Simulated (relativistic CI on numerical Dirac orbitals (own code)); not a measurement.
## Sensitivity of the levels of Rb¹²⁺ to α and to the nuclear radius

Computed by Dirac-Coulomb-Breit CI, separate exchange-only KLI orbitals for each configuration, derivatives by finite differences, unscaled Slater integrals, QED left out (own radial code, finite nucleus).

Configurations in the expansion (outside the closed core [Ne]): 3s²3p⁶3d⁷, 3s²3p⁵3d⁸, 3s²3p⁴3d⁹, 3s3p⁶3d⁸, 3s²3p⁶3d⁶4s, 3p⁶3d⁹, 3s²3p⁶3d⁶4p, 3s²3p⁶3d⁶4d. Levels of other configurations are missing.

With x = (α/α₀)² − 1 an excitation energy changes as ω = ω₀ + qx; K = 2q/ω₀ is the relative enhancement. Terms are leading LS components, so labels can repeat. The field-shift factor is F = δν/δ⟨r²⟩ for the transition from the lowest level.

Lowest level 3s²3p⁶3d⁷ ⁴F9/2.

```tsv
Level	ω₀ (cm⁻¹)	q (cm⁻¹)	K	F (GHz/fm²)
3s²3p⁶3d⁷ ⁴F7/2	9498	10350	2.18	0.0542
3s²3p⁶3d⁷ ⁴F5/2	15051	14520	1.93	0.0777
3s²3p⁶3d⁷ ⁴F3/2	18471	16650	1.8	0.0898
3s²3p⁶3d⁷ ⁴P3/2	41359	-112.6	-0.00544	0.0238
3s²3p⁶3d⁷ ⁴P5/2	44479	6111	0.275	0.0792
3s²3p⁶3d⁷ ²G9/2	46790	5556	0.237	0.0739
3s²3p⁶3d⁷ ⁴P1/2	49410	10040	0.406	0.0888
3s²3p⁶3d⁷ ²G7/2	55533	14410	0.519	0.119
3s²3p⁶3d⁷ ⁴P3/2	58870	15040	0.511	0.107
3s²3p⁶3d⁷ ²D5/2	63846	11920	0.373	0.107
3s²3p⁶3d⁷ ²H11/2	64996	7662	0.236	0.121
3s²3p⁶3d⁷ ²P1/2	65742	20750	0.631	0.115
3s²3p⁶3d⁷ ²H9/2	74266	18710	0.504	0.176
3s²3p⁶3d⁷ ²D3/2	79680	28910	0.726	0.184
3s²3p⁶3d⁷ ²F5/2	101469	7779	0.153	0.141
3s²3p⁶3d⁷ ²F7/2	105779	13530	0.256	0.17
3s²3p⁶3d⁷ ²D3/2	152335	9956	0.131	0.238
3s²3p⁶3d⁷ ²D5/2	157828	16300	0.207	0.269
3s²3p⁵3d⁸ ⁴G°11/2	954332	16660	0.0349	1.42
3s²3p⁵3d⁸ ⁴G°9/2	979073	36800	0.0752	1.38
3s²3p⁵3d⁸ ²F°7/2	986113	27570	0.0559	1.41
3s²3p⁵3d⁸ ²D°5/2	992841	24210	0.0488	1.42
3s²3p⁵3d⁸ ⁴G°7/2	1012708	46150	0.0911	1.37
```

At this charge energies of transitions that change n are usually good to better than 1 %, and those within a shell (Δn = 0) to a few per cent. Terms inside the open d or f shell come out 10 to 20 % too wide with unscaled integrals.
